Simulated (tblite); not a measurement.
Compound: C₆H₁₅PS.
Geometry (GFN2-xTB, Å), atoms numbered from 1 in this order:
```xyz
23
C6H15PS angstrom
C     -1.8501    1.2219    0.1827
C     -1.1410   -0.0355    0.6704
C     -0.1018   -0.6248   -0.2896
C     -0.7192   -1.0494   -1.6202
C      0.5801   -1.8217    0.3719
P      1.2673    0.5699   -0.7429
C      1.8123    1.4304    0.7810
S      2.7246   -0.1752   -1.7701
H     -2.3821    1.0378   -0.7468
H     -1.1473    2.0373    0.0250
H     -2.5758    1.5432    0.9272
H     -0.6586    0.1747    1.6284
H     -1.8898   -0.8118    0.8537
H      0.0365   -1.5331   -2.2382
H     -1.5362   -1.7505   -1.4582
H     -1.1008   -0.1888   -2.1687
H      1.3951   -2.1821   -0.2557
H     -0.1298   -2.6345    0.5147
H      0.9900   -1.5507    1.3447
H      0.5710    1.5801   -1.4141
H      2.5493    2.1755    0.4792
H      2.3075    0.7032    1.4257
H      0.9941    1.9109    1.3109
```

Computed with GFN2-xTB (tblite): harmonic, unscaled wavenumbers at the GFN2-xTB geometry, gas phase. This tight-binding method is rough: wavenumbers can miss measured ones by several per cent, in bad cases by 10 to 20. Modes of hydrogen on phosphorus can be 10 to 20 % off. One conformer, not necessarily the lowest.

Harmonic wavenumbers (cm⁻¹): 55.8, 91.2, 142.8, 164.6, 176.1, 203.4, 206.3, 215.6, 230.6, 257.3, 294.1, 312.5, 354.3, 386.1, 456.7, 573.4, 694.4, 733.3, 772.4, 800.6, 816.7, 844.1, 885.7, 940.1, 955.1, 961.9, 1002.6, 1036.1, 1054.6, 1098.0, 1177.4, 1197.4, 1232.5, 1276.2, 1303.4, 1347.7, 1401.7, 1408.9, 1414.5, 1417.0, 1429.1, 1479.0, 1482.7, 1492.6, 1493.9, 1497.1, 1500.8, 1510.6, 2217.4, 2949.8, 2970.2, 2985.4, 2989.6, 3004.7, 3007.3, 3008.8, 3015.8, 3018.6, 3020.5, 3022.8, 3025.9, 3032.5, 3048.6.

A = 1951, B = 1043, C = 892.8 MHz; mass 150.063 u (most abundant isotopes); point group C1, symmetry number 1.

Zero-point energy?

Half the sum of the wavenumbers: 43048 cm⁻¹ = 514.98 kJ/mol.

Give the ideal-gas entropy at 273.15 K and 1 bar in the rigid-rotor, harmonic-oscillator model (classical rotation).

Translation 169.53, rotation 122.59, vibration 130.91: S = 423.0 J/(mol K).

And Cp and H(273.15 K) − H(0)?

Cp = 175.66 J/(mol K), of which vibrations give 142.40 (their classical limit is 63 R = 523.8); H(273.15 K) − H(0) = 29.04 kJ/mol without the zero-point energy, 19.96 from vibrations.

Which modes carry the vibrational entropy at 273.15 K?

55.8 cm⁻¹: 18.52; 91.2 cm⁻¹: 14.49; 142.8 cm⁻¹: 10.88; 164.6 cm⁻¹: 9.76; 176.1 cm⁻¹: 9.23; 203.4 cm⁻¹: 8.13 J/(mol K); the other 57 give 59.90 together.

How do the functions run with temperature in this model?

| T (K) | S (J/(mol K)) | Cp (J/(mol K)) | H − H(0) (kJ/mol) | G − H(0) (kJ/mol) | ln q(vib) |
| --- | --- | --- | --- | --- | --- |
| 100 | 294.0 | 90.8 | 5.63 | -23.77 | 1.48 |
| 200 | 373.8 | 142.0 | 17.43 | -57.33 | 4.59 |
| 300 | 440.1 | 188.3 | 33.93 | -98.09 | 7.82 |
| 500 | 557.5 | 275.6 | 80.64 | -198.10 | 14.10 |
| 800 | 708.3 | 366.2 | 177.98 | -388.67 | 23.00 |
| 1000 | 794.7 | 407.2 | 255.52 | -539.14 | 28.52 |

q(vib) and H(0) count from the zero-point level.

What must be added to the electronic energy to get the Gibbs energy at 273.15 K and 1 bar?

ZPE + [H(273.15 K) − H(0)] − T·S = 514.98 + 29.04 − 115.55 = 428.47 kJ/mol.

Hindered rotation and anharmonicity are outside this model. Other conformers, if any are populated, would add a mixing term that is left out. The structure is chiral; the term R ln 2 for an equal mix with its mirror image is left out.
